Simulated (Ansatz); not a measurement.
`[CH3][Al]([F])[CH2]O` + `[SiH3]S` → `[CH3][Al]([F])[S][SiH3]` + CH₃OH  (ligand exchange at the Al–C bond)

Program: Ansatz. Geometries: PBE0-D4/def2-TZVP. ΔE: electronic, gas phase. CCSD(T)/CBS adds triple-zeta CCSD(T) − MP2 to the extrapolated MP2 energy (def2 sets, frozen cores). This one scheme is used for every species. DFT in def2-TZVPP. B3LYP here is the variant with VWN-RPA as its local correlation; programs differ in this. Each species was taken in one conformer, which may not be the lowest.

Q: Is it downhill or uphill in electronic energy at CCSD(T)/CBS, and by how much? (An estimate is asked.)

A: Ansatz gave: Downhill: ΔE = -150.3 kJ/mol.

Q: What do these levels give: PBE-D4, r2SCAN-D4, PBE0-D4, ωB97X-V, PBE0, B3LYP, HF/def2-TZVPP, MP2/def2-TZVPP, SCS-MP2/def2-TZVPP, CCSD/def2-TZVPP, CCSD(T)/def2-TZVPP, MP2/CBS(def2)? (An estimate is asked.)

A: Computed: PBE-D4 -140.9, r2SCAN-D4 -149.4, PBE0-D4 -148.3, ωB97X-V -144.7, PBE0 -144.9, B3LYP -137.9, HF/def2-TZVPP -154.7, MP2/def2-TZVPP -154.2, SCS-MP2/def2-TZVPP -150.8, CCSD/def2-TZVPP -147.3, CCSD(T)/def2-TZVPP -147.8, MP2/CBS(def2) -156.7 kJ/mol.

Largest T1 diagnostic among the species: 0.012.

The D4 term adds −6.0 kJ/mol with B3LYP and −3.4 kJ/mol with PBE0; it sums over pairs of atoms, weighted by their polarisabilities, and B3LYP, whose exchange is more repulsive, gets the larger term. From PBE to PBE0 (25 % exact exchange), in def2-TZVPP and without D4, ΔE moves by −7.6 kJ/mol.
